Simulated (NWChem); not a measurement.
# C3H3F3; SMILES C=C(F)C(F)F

```xyz
9

C     -1.3243    -1.1926    -0.3933
C     -0.1527    -0.7403     0.0282
F      0.9063    -1.5497     0.2342
C      0.1950     0.6822     0.3675
F     -0.8956     1.4805     0.2023
F      1.1845     1.1212    -0.4667
H     -2.1475    -0.5048    -0.5358
H     -1.4737    -2.2453    -0.6043
H      0.5575     0.7871     1.3968
```
Atoms are numbered in this order, from 1.

Results from NWChem. Medium grid unless said otherwise, to which SCAN and Minnesota functionals are sensitive. Structure relaxed at the B3LYP/6-31G* (spherical d) level.

Q: Order these by “dipole (D)”, lowest first: B3LYP/def2-SVP; BLYP/def2-SVP; M06-2X/def2-SVP.

A: BLYP/def2-SVP (1.36), B3LYP/def2-SVP (1.54), M06-2X/def2-SVP (1.68)
